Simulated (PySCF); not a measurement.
# Computed records: C₂H₅AlO, C₂H₈Al₂

Computed with PySCF 2.14.0. Calculation on a computer-drawn molecule: the log of a Hartree-Fock and frozen-core CCSD(T) single point meant for a local Hartree-Fock minimum, with one planted fault or none, to be diagnosed. Offsets are logged minus clean, where the clean run is the same molecule without the fault. The reference is restricted for singlets and unrestricted otherwise, and also for a bond in bohr or an excited solution. Adding or removing an electron swaps singlet and doublet. The excited solution moves the top pair (singlet) or top alpha electron (doublet) to the lowest empty orbital. Highest occupied and lowest empty are orbital energies over both spins, largest force is the largest gradient component, triples share is (T) over the correlation energy, the T1 limit is 0.02 restricted and 0.045 unrestricted, electrons count all cores, a negative frequency is imaginary (commonest isotopes), and the dipole is about the centre of nuclear charge.

Common to all runs: meant charge 0; meant multiplicity 1; meant basis cc-pV(D+d)Z; logged SCF converged yes; possible faults no fault, one electron removed, one electron added, multiplicity raised by two, geometry at a saddle point, SCF held on an excited solution, minimal basis STO-3G, one bond length entered in bohr, all coordinates scaled.

```yaml
- entry: 1
  formula: C2H5AlO
  logged_structure:
    atoms_angstrom:
      - [C, 0.3859, 0.4532, 0.1627]
      - [C, -1.1143, 0.3357, 0.5665]
      - [Al, -2.4263, 0.4884, -0.9063]
      - [O, -3.4939, 0.6095, -2.0833]
      - [H, 0.6795, -0.3357, -0.5536]
      - [H, 0.6077, 1.429, -0.3067]
      - [H, 1.0381, 0.3556, 1.0495]
      - [H, -1.3029, -0.6352, 1.0676]
      - [H, -1.3741, 1.114, 1.3123]
  given:
    logged_electrons: 38
    logged_basis_functions: 90
    logged_spin_squared: 0.0
    "logged_highest_occupied [eV]": -10.446
    "logged_lowest_empty [eV]": 1.6906
    "logged_largest_force [hartree/bohr]": 0.013447
    logged_T1_diagnostic: 0.024446
    logged_D1_diagnostic: 0.06797
    logged_triples_share: 0.034324
    logged_CC_converged: "yes"
    "logged_dipole_magnitude [debye]": 6.506
    logged_SCF_stable_within_its_kind: "yes"
    "logged_energy_HF [hartree]": -395.4104
    "logged_energy_CCSD(T) [hartree]": -396.01139
    drawn_bonds_atom: [1, 2, 3, 1, 1, 1, 2, 2]
    drawn_bonds_other_atom: [2, 3, 4, 5, 6, 7, 8, 9]
    drawn_bonds_order: [1, 1, 2, 1, 1, 1, 1, 1]
  results:
    planted_fault: "all coordinates scaled, by +1.2 %"
    "HF_energy_offset_from_clean_run [kcal/mol]": 0.7911
    "CCSD(T)_energy_offset_from_clean_run [kcal/mol]": -1.231
  notes: ["T1 above single-reference limit"]
- entry: 2
  formula: C2H5AlO
  logged_structure:
    atoms_angstrom:
      - [C, 0.3813, 0.4479, 0.1608]
      - [C, -1.1011, 0.3317, 0.5598]
      - [Al, -2.3975, 0.4826, -0.8956]
      - [O, -3.4525, 0.6023, -2.0586]
      - [H, 0.6714, -0.3317, -0.547]
      - [H, 0.6005, 1.4121, -0.303]
      - [H, 1.0258, 0.3514, 1.0371]
      - [H, -1.2875, -0.6277, 1.055]
      - [H, -1.3578, 1.1008, 1.2967]
  given:
    logged_electrons: 37
    logged_basis_functions: 90
    logged_spin_squared: 0.7552
    "logged_highest_occupied [eV]": -17.318
    "logged_lowest_empty [eV]": -6.0084
    "logged_largest_force [hartree/bohr]": 0.085151
    logged_CC_converged: "no"
    "logged_dipole_magnitude [debye]": 1.1211
    logged_SCF_stable_within_its_kind: "yes"
    "logged_energy_HF [hartree]": -395.14048
    drawn_bonds_atom: [1, 2, 3, 1, 1, 1, 2, 2]
    drawn_bonds_other_atom: [2, 3, 4, 5, 6, 7, 8, 9]
    drawn_bonds_order: [1, 1, 2, 1, 1, 1, 1, 1]
  results:
    planted_fault: "one electron removed"
    "HF_energy_offset_from_clean_run [kcal/mol]": 170.2
  notes: ["CCSD not converged"]
- entry: 3
  formula: C2H8Al2
  logged_structure:
    atoms_angstrom:
      - [C, -0.4564, 2.5716, 1.5551]
      - [C, 0.1335, 1.7735, 0.3608]
      - [Al, -0.1144, -0.1674, 0.4953]
      - [Al, 1.9317, 2.3463, -0.1735]
      - [H, -1.5029, 2.3212, 1.7541]
      - [H, -0.4173, 3.6541, 1.3996]
      - [H, 0.0955, 2.367, 2.476]
      - [H, -0.4335, 1.9882, -0.5679]
      - [H, -0.543, -0.8308, 1.8697]
      - [H, 0.1107, -1.0873, -0.7752]
      - [H, 2.5317, 1.8855, -1.5658]
      - [H, 2.7967, 3.2741, 0.7772]
  given:
    logged_electrons: 46
    logged_basis_functions: 114
    logged_spin_squared: 0.0
    "logged_highest_occupied [eV]": -4.0154
    "logged_lowest_empty [eV]": -5.018
    "logged_largest_force [hartree/bohr]": 0.13096
    logged_CC_converged: "no"
    "logged_dipole_magnitude [debye]": 6.5203
    logged_SCF_stable_within_its_kind: "no"
    "logged_energy_HF [hartree]": -563.76058
    drawn_bonds_atom: [1, 2, 2, 1, 1, 1, 2, 3, 3, 4, 4]
    drawn_bonds_other_atom: [2, 3, 4, 5, 6, 7, 8, 9, 10, 11, 12]
    drawn_bonds_order: [1, 1, 1, 1, 1, 1, 1, 1, 1, 1, 1]
  results:
    planted_fault: "SCF held on an excited solution"
    "HF_energy_offset_from_clean_run [kcal/mol]": 279.8
  notes: ["CCSD not converged"]
```
